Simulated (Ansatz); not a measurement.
Species: sum formula AlOBr, net charge 0, singlet state. 
Coordinates optimised at B3LYP-D3(BJ)/def2-TZVP (Ansatz, a first-principles code):
```
Al
O 1 1.5972
Br 1 2.2226 2 180.00
```
Charge 0, spin multiplicity 1.

Computed values are from Ansatz. Correlated levels leave the core frozen unless marked. Open shells are spin-unrestricted. Spin-orbit coupling is left out. Frozen are the shells of the preceding noble gas and the d and f shells that filled before the atom's block. No relativistic terms. CBS(X,Y): correlation extrapolated as X^-3; Hartree-Fock from the larger set. The bracket is a focal-point correction in the basis named.

What is the atomisation energy De at CCSD(T)/CBS(def2-TZVPPD,def2-QZVPPD)?

893.2 kJ/mol.

What is the T1 diagnostic at CCSD/def2-QZVPPD?

0.023.

What is the total energy at CCSD(T)/CBS(def2-TZVPPD,def2-QZVPPD)?

-2889.9136 Eh.

What is the vertical ionisation energy (to the doublet) at RI-MP2/CBS(def2-TZVPPD,def2-QZVPPD)+[CCSD(T)-MP2]/def2-TZVPPD?

10.21 eV.

What is the dipole moment at CCSD(T)/def2-SVPD?

4.32 D.
